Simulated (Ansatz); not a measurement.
Li₃Sn₂⁺. The state is a triplet with charge 1. Geometry PBE0-D4/def2-TZVP, that of the neutral doublet; atoms count from 1.

```xyz
5

Li   -1.7200    0.0648   -0.5069
Li    0.3827    0.9922    1.4429
Li   -0.0422   -2.2811    1.1409
Sn    0.9680   -0.6759   -0.7391
Sn    0.4115    1.9001   -1.3378
```

In the def2 sets Sn takes a core potential; there is no spin–orbit coupling. At PBE0-D4/def2-TZVP a singlet of charge 1 lies 1.48 eV below the triplet, each at its own geometry. The structure comes from a short search, and lower isomers may exist.

Q: Estimate the Mulliken populations from the PBE0/def2-TZVP orbitals of Ansatz.

A: 
```json
{"atom": "Li1", "charge (e)": "0.50", "spin (α − β)": "0.05"}
{"atom": "Li2", "charge (e)": "0.50", "spin (α − β)": "0.06"}
{"atom": "Li3", "charge (e)": "0.50", "spin (α − β)": "0.24"}
{"atom": "Sn4", "charge (e)": "-0.38", "spin (α − β)": "0.33"}
{"atom": "Sn5", "charge (e)": "-0.11", "spin (α − β)": "1.32"}
```
Mulliken values depend strongly on the basis.

Q: Where does the spin sit?

A: Summed by element: Li 0.35, Sn 1.65, of 2 unpaired in all. Largest on single atoms: Sn5 1.32, Sn4 0.33, Li3 0.24.

Q: And the Mayer bond orders between heavy atoms (over 0.3)?

A: Li1–Sn4 0.41 (2.80 Å); Li1–Sn5 0.30 (2.93 Å); Li2–Sn4 0.41 (2.81 Å); Li2–Sn5 0.31 (2.93 Å); Li3–Sn4 0.48 (2.67 Å); Sn4–Sn5 1.42 (2.70 Å).
